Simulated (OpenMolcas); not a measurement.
Tm3+ in octahedral coordination: ligands and hosts compared

```yaml
Program: OpenMolcas 26.06
Method: SS-CASPT2, IPEA 0.25 Eh, imaginary shift 0.1 Eh
Active_space: 12 electrons in 7 orbitals (4f)
Spin-orbit_coupling: RASSI with atomic mean-field integrals over the reference wave functions
```

Distances were set from a Shannon-type radius of the metal (high-spin where two are listed) plus a fixed donor radius (Br 1.91, Cl 1.76, F 1.31 Å), in hosts weighted 0.65 to 0.35 with the host's distance in the model lattice. Anionic complexes are neutralised by point charges, and hosts are embedded clusters. Ligand basis ANO-RCC-VDZP. States (labels of O, the rotations of Oh). Energies in cm-1 above the lowest state or level, χT in cm3 K/mol; under a threefold ground state the first gap can be a small split of the lowest multiplet, not the spin-orbit step.

```
Ligand or host  R (Å)   Metal basis  Ground state  First state of that spin  First gap with spin-orbit (degeneracies)  Width of lowest J  χT at 300 K
     Cs2NaYBr6  2.781  ANO-RCC-VDZP           3T1                     3E 93                                 46 (1, 3)                252        7.064
      Cs2ZrCl6  2.572  ANO-RCC-VDZP           3T1                    3E 110                                 57 (1, 3)                377        6.990
         KCdF3  2.176  ANO-RCC-VDZP           3T1                    3E 150                                 80 (1, 3)                655        6.825
```

The width of the lowest J multiplet rises in the order Cs2NaYBr6 < Cs2ZrCl6 < KCdF3, by a factor of 2.60 from first to last.

Roots that are degenerate in the reference are averaged as groups; the widest CASPT2 spread within a group is 550 cm-1 (the 3-fold group of multiplicity 1 near 9360 cm-1 above the lowest state of its run, Cs2NaYBr6). Shifts and gaps below about the spread of the groups concerned are not significant. Over all roots computed the reference weight is 0.67 in Cs2NaYBr6, 0.65 to 0.66 in Cs2ZrCl6, 0.70 in KCdF3; a low but even weight reflects the number of correlated electrons. Splittings of an f shell from a small cluster at a set distance can be off by tens of per cent, mostly too small. No measured value stands beside these numbers; the geometry was set by hand and not optimised.
